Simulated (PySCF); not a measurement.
These compounds are isomers of formula C₅H₈N₂OSi.

A. SMILES C/C(CC#N)=N\[SiH2]C=O
B. `C=NCc1cnoc1[SiH3]`
C. SMILES [SiH3]c1nnc(C2CC2)o1
D. `InChI=1S/C5H8N2OSi/c6-5(8)9-7-3-1-2-4-7/h1-4H,9H2,(H2,6,8)`

Spectrum 1. 1H NMR (300 MHz, computed): δ 4.52 (s, 3H), 2.61 (m, 1H), 1.14 (m, 2H), 1.06 (m, 2H). 13C{1H} NMR (computed): δ 177.6 (C), 165.5 (C), 11.2 (CH2), 11.0 (CH).

Spectrum 2. 1H NMR (300 MHz, computed): δ 6.79 (m, 2H), 6.73 (m, 2H), 5.58 (br s, 2H), 5.13 (s, 2H). 13C{1H} NMR (computed): δ 179.8 (C), 127.8 (CH), 119.0 (CH).

Spectrum 3. 1H NMR (300 MHz, computed): δ 8.23 (s, 1H), 7.86 (d, 1H), 7.47 (d, 1H), 4.95 (s, 2H), 4.63 (s, 3H). 13C{1H} NMR (computed): δ 173.4 (C), 158.3 (CH2), 150.0 (CH), 135.2 (C), 61.0 (CH2).

Spectrum 4. 1H NMR (300 MHz, computed): δ 12.25 (t, 1H), 5.42 (d, 2H), 3.31 (s, 2H), 2.37 (s, 3H). 13C{1H} NMR (computed): δ 244.9 (CH), 186.0 (C), 121.3 (C), 35.2 (CH2), 27.4 (CH3).

All values are calculated (PySCF): shielding tensors at PBE0/pcSseg-1 (GIAO), GFN2-xTB geometry. No solvent, one conformer, rapidly exchanging positions averaged, non-relativistic.

Scale: 1H, 13C vs TMS (reference shieldings calculated alike). Where no couplings were computed, multiplicities follow the n + 1 count of equivalent neighbours, and m marks all less simple cases (inequivalent or close neighbours, rings, F or P nearby). Acid and N–H amide carbonyl carbons lie up to 10 ppm further downfield in solution (hydrogen bonding). Shifts are as computed. Against solution values, carbons near 30 ppm lie about +3 ppm off and those near 130 ppm about +5 ppm. Of 1211 compounds with measured shifts, 218 miss one by over three times the rms of a fit or turn the order of signals round; such compounds aren't used in these exercises. OH and NH positions are gas-phase values without hydrogen bonding to other molecules.

Match each spectrum to its structure.

Results:

1–C, 2–D, 3–B, 4–A.

- Spectrum 1 (C): 4 13C signals; δC 11.2 is a three-membered-ring carbon; δC 11.0 is a three-membered-ring carbon.
- Spectrum 2 (D): 3 13C signals; δH 6.79 is the hydrogen on an aromatic CH next to a ring nitrogen; δH 6.73 is the hydrogen on an aromatic CH.
- Spectrum 3 (B): 5 13C signals; δC 150.0 is an aromatic CH next to a ring nitrogen; δC 61.0 is an sp3 CH2 bonded to N, on an aromatic ring.
- Spectrum 4 (A): 5 13C signals; δC 121.3 is a nitrile carbon; δC 35.2 is an sp3 CH2 α to a nitrile.
